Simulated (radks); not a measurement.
All-electron atom: the oxygen ion O2+ in [He] 2s2 2p2.

Calculated with a radial shooting solver on a logarithmic mesh with Libxc functionals: scalar-relativistic Kohn-Sham, PBE, spin-polarised, spherical densities, finite nucleus; open shells are filled with parallel spins first; Fermi nuclear charge, rms radius 2.6991 fm.

Energy parts (hartree):
part                      energy
total                  -73.25078
kinetic                 73.21339
electron-nucleus      -165.91038
Hartree                 26.83061
exchange-correlation    -7.38439

Orbitals (lengths in bohr, moments of r in powers of bohr):
1s up: occ. 1; eigenvalue (hartree) -20.50637; <r^4> 0.007599; <r> 0.1996
1s down: occ. 1; eigenvalue (hartree) -20.44104; <r^4> 0.007487; <r> 0.1991
2s up: occ. 1; eigenvalue (hartree) -2.20973; <r^4> 2.755; <r> 1.020
2s down: occ. 1; eigenvalue (hartree) -2.03661; <r^4> 3.087; <r> 1.044
2p up: occ. 2; eigenvalue (hartree) -1.65684; <r^4> 3.127; <r> 0.9878
2p down: occ. 0; eigenvalue (hartree) -1.48129; <r^4> 3.772; <r> 1.026

The highest occupied level is 2p up at -45.085 eV. Spin moment in Bohr magnetons: 2. The electron density at the nucleus is 325.7 e/bohr^3 (large components only). Summed over all electrons, <r^2> = 5.071 bohr^2, which gives a Langevin (diamagnetic) susceptibility term of -4.02 x 10^-6 cm^3/mol.
